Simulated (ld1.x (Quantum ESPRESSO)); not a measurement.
**Which change was made? (Nb, TM)**

ld1.x (Quantum ESPRESSO) 7.5 input, shortened:

```
&input
   title='Nb', zed=41., rel=0, dft='PBESOL', iswitch=3,
   config='[Kr] 4d3.5 5s0 5p0'
 /
 &inputp
   pseudotype=2, tm=.true., lloc=0,
   nlcc=.true., rcore=1.10
 /
3
5P  2  1   0.00   0.00  3.10  3.10  0.0
4D  3  2   3.50   0.00  1.40  1.40  0.0
5S  1  0   0.00   0.00  2.55  2.55  0.0
 &test
   configts(1)='4d3.5 5s0 5p0'
 /
```

Cutoffs, loose and tight: the cutoffs (Ry, on a coarse ladder) from which the occupation-weighted sum of valence levels, in a spherical-Bessel basis at the reference potential, stays within 10 and 1 mRy of its value at 400 Ry. They do not see the model core or the augmentation charge, which bear on the density cutoff. Test errors are all-electron minus pseudo excitation energies from the reference, over the configurations 4d4 5s1 5p0; 4d4 5s0 5p0; 4d3 5s0 5p0; 4d4.5 5s0.5 5p0; 4d2 5s0 5p0; 4d3 5s1 5p1; 4d4 5s0.5 5p0; variants that change the core or the reference have their own tests. The largest error is taken over the tests solved by every variant that gives reliable tests at all, those not shown here included: 4d2 5s0 5p0; 4d3 5s0 5p0; 4d4 5s0 5p0.

The base gives: outcome: generated; cutoff, loose: 45 Ry; cutoff, tight: 55 Ry; bound ghosts: none; largest test error (meV): -564.

**Question.** After one change the result is: outcome: generated, overlap not positive; bound ghosts: p (s not tested, overlap not positive); largest test error (meV): -446. Which change was it?
A. reference 4d4 5s0 5p0
B. wave 5p (bound): rc 3.10 bohr becomes 5p (bound): rc 2.06 bohr
C. type PAW; waves now 5s (bound): rcut 2.20, rcutus 2.55 bohr; 5s channel at 2.75 Ry: rcut 2.20, rcutus 2.55 bohr; 5p (bound): rcut 2.70, rcutus 3.10 bohr; 5p channel at -0.25 Ry: rcut 2.70, rcutus 3.10 bohr; 4d (bound): rcut 1.20, rcutus 1.40 bohr; 4d channel at -0.45 Ry: rcut 1.20, rcutus 1.40 bohr; local potential all-electron potential smoothed inside 1.35 bohr (lloc = -1); augmentation PSQ, inside the norm-conserving radii

**Answer.** C. The others give: wave 5p (bound): rc 3.10 bohr becomes 5p (bound): rc 2.06 bohr → outcome: generated; cutoff, loose: 45 Ry; cutoff, tight: 60 Ry; bound ghosts: p; largest test error (meV): -564 | reference 4d4 5s0 5p0 → outcome: generated; cutoff, loose: 45 Ry; cutoff, tight: 60 Ry; bound ghosts: none; largest test error (meV): -2254. A file whose overlap is not positive is unfit for use, and its test errors describe a broken file.
